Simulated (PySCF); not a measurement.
CH4N2O2Si, SMILES N#CO[Si@@H](N)O. Atoms are numbered in the order given.

```xyz
10

N      2.5953    -1.0273    -0.3022
C      1.7754    -0.1785    -0.2872
O      0.8591     0.7226    -0.2616
Si    -0.7308     0.3354     0.4200
N     -1.9897     0.9544    -0.5340
O     -0.7790    -1.3208     0.4228
H     -0.7242     1.0269     1.7379
H     -2.2515     0.5592    -1.4384
H     -2.4054     1.8690    -0.3566
H      0.0809    -1.7840     0.4641
```
Charge 0, spin multiplicity 1.

Geometry: PBE-D3(BJ)/def2-SVP. The structure was generated by enumeration; whether it is a known compound was not checked. Other conformers were not sampled.

These are PBE-D3(BJ)/def2-SVP run with PySCF values and carry that method's errors.

Frequencies are harmonic and unscaled.

```
mode  ν (cm⁻¹)  IR (km/mol)  moving atoms (share of kinetic energy)
----  --------  -----------  --------------------------------------
1           36          0.7                   N 47 %, O 42 %, H 8 %
2          103          5.2                          N 51 %, O 38 %
3          189          4.7                  H 39 %, N 30 %, O 23 %
4          248         73.6          H 62 %, O 13 %, N 11 %, Si 9 %
5          282        131.5         H 46 %, N 27 %, O 16 %, Si 10 %
6          318         53.7                          H 80 %, N 11 %
7          337         12.0                 O 38 %, Si 31 %, H 18 %
8          386         61.9                   H 71 %, O 15 %, N 8 %
9          493          6.1                  C 71 %, N 17 %, O 11 %
10         514         41.0                 C 61 %, Si 19 %, N 12 %
11         634         70.9   O 57 %, Si 14 %, C 12 %, H 9 %, N 8 %
12         710         52.8                  H 73 %, N 11 %, Si 8 %
13         768         23.5                          H 83 %, O 16 %
14         846         66.2         H 59 %, O 17 %, N 14 %, Si 10 %
15         855        264.0                 H 63 %, O 22 %, Si 13 %
16         884         97.8                 H 49 %, N 29 %, Si 17 %
17         992        197.4         Si 46 %, H 25 %, N 15 %, O 14 %
18        1162        174.6                          O 62 %, N 33 %
19        1474         72.8                          H 87 %, N 12 %
20        2247        113.7                                  H 96 %
21        2298        234.9                          C 66 %, N 30 %
22        3522         60.2                                  H 96 %
23        3626         56.8                           H 91 %, N 9 %
24        3694        115.9                                  H 94 %
```
